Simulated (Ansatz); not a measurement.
Coupled-cluster diagnostics for Rb₂F₂⁺ (the lowest doublet isomer of a short search), Ansatz.

Geometry of the doublet (PBE0-D4/def2-TZVP):

Cartesian coordinates in Å:
```
Rb 0.972 -1.322 -1.863
Rb -0.973 1.320 1.864
F -0.895 -0.159 -0.355
F 0.896 0.161 0.353
```

In the def2 sets Rb takes a core potential; there is no spin–orbit coupling. Correlated methods freeze 2 core orbitals; core or outer-core shells of Rb are correlated, in sets that lack core-valence functions. In CCSD on the charge 1 doublet the largest single amplitude is 0.16, so its Hartree–Fock determinant may place the open shell otherwise than the density functionals do. In the doublet, F3 and F4 lie 1.95 Å apart (atoms count from 1), so these atoms are partly bonded to each other. In the quartet geometry the species has come apart into loosely held pieces. The structure comes from a short search, and lower isomers may exist.

Geometry of the charge 1 quartet (PBE0-D4/def2-TZVP):

```xyz
4

Rb    2.9173   -1.3420   -0.3945
Rb   -1.1333   -0.2919    3.0162
F    -1.0898   -0.2866   -1.2060
F    -0.6942    1.9204   -1.4157
```

Estimate the CCSD(T) correlation energy, the shares of MP2 and (T), T1 and the reference's ⟨S²⟩ for: charge 1, doublet, own geometry in def2-TZVPP; charge 1, quartet, own geometry in def2-TZVPP; and the rough time on 4 threads of Arm Neoverse V2 on a shared host.


```tsv
state	basis	correlation (eV)	MP2 share (%)	(T) share (%)	T1	⟨S²⟩ (pure)	wall time
charge 1, doublet, own geometry	def2-TZVPP	-20.046	92.5	2.5	0.038	0.77 (0.75)	86 s
charge 1, quartet, own geometry	def2-TZVPP	-17.265	91.2	1.7	0.012	3.76 (3.75)	38 s
```
Customary marks for T1 are 0.02 (closed shells), 0.045 (open shells) and about 0.05 (3d metals). T1 exceeds 0.02 in 1 of 2 rows and 0.045 in 0; the higher it lies, the less the single-reference result can be trusted.
